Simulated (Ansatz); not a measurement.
A nudged elastic band was laid between two geometries of AlCl2HO + H2 (7 atoms, charge 0, multiplicity 1).

The calculation used Ansatz, RKS PBE-D4/def2-SVP.

```json
{"movable images": "9", "climbing image": "yes", "spring": "5.0 eV/Å²", "optimiser": "quadratic models (default)", "start path": "through a guess of the saddle point", "force threshold": "0.05 eV/Å", "iteration limit": "60", "end points": "relaxed"}
```

Initial state:

```xyz
7
Properties=species:S:1:pos:R:3
Al -0.015 -0.089 0.209
O -0.025 -0.517 1.866
H -0.846 -0.651 2.365
Cl 1.802 -0.237 -0.831
Cl -1.794 0.233 -0.873
H 0.393 2.153 0.516
H 0.279 1.879 1.234
```

Final state:

```xyz
7
Properties=species:S:1:pos:R:3
Al 0.189 0.617 -0.138
O 0.041 0.107 1.797
H -0.868 -0.274 1.835
Cl 1.792 -0.562 -0.885
Cl -1.793 -0.163 -0.521
H 0.367 2.193 -0.031
H 0.065 0.854 2.428
```

Q: Which bonds break or form, and what moves?

A: Bonds broken: H6–H7. Bonds formed: Al1–H6, O2–H7. AlCl2HO + H2 becomes AlCl2H3O.

Q: What energy profile does the band end with?

A: The forces met the threshold. The highest image is number 4 of 0 to 10, 15.1 kcal/mol above the first end and 15.8 kcal/mol above the last; the last end lies 0.6 kcal/mol below the first. A vibrational analysis at the climbing image gives one clearly imaginary mode, 1033i cm⁻¹: a first-order saddle point. The orbitals stay closed-shell, which can raise the energy where a bond breaks towards radicals; this wasn't checked here.

| image | path coordinate (Å) | energy (kcal/mol) | H6–H7 (Å) | Al1–H6 (Å) | O2–H7 (Å) |
| --- | --- | --- | --- | --- | --- |
| 0 | 0.00 | 0.0 | 0.78 | 2.30 | 2.50 |
| 1 | 0.31 | 0.5 | 0.78 | 2.28 | 2.25 |
| 2 | 0.62 | 3.1 | 0.80 | 2.12 | 1.92 |
| 3 | 0.94 | 9.5 | 0.86 | 1.92 | 1.60 |
| 4 | 1.25 | 15.1 | 1.07 | 1.76 | 1.27 |
| 5 | 1.51 | 10.6 | 1.36 | 1.68 | 1.07 |
| 6 | 1.78 | 5.6 | 1.67 | 1.62 | 1.00 |
| 7 | 2.04 | 2.7 | 1.99 | 1.60 | 0.99 |
| 8 | 2.31 | 0.8 | 2.30 | 1.60 | 0.98 |
| 9 | 2.57 | -0.3 | 2.57 | 1.59 | 0.98 |
| 10 | 2.83 | -0.6 | 2.82 | 1.59 | 0.98 |

Q: What is the geometry of the highest image?

A: 
```xyz
7
Properties=species:S:1:pos:R:3
Al 0.090 0.292 0.000
O 0.059 -0.040 1.828
H -0.777 -0.312 2.256
Cl 1.830 -0.337 -1.001
Cl -1.808 0.086 -0.903
H 0.265 1.882 0.746
H 0.134 1.200 1.560
```

Q: What are the harmonic wavenumbers there?

A: 1033i, 142, 153, 240, 345, 437, 490, 589, 708, 732, 1030, 1334, 1710, 1865, 3699 cm⁻¹.

Run time: 110 s on 2 threads of Arm Neoverse V1 (shared host), peak memory 0.12 GiB.
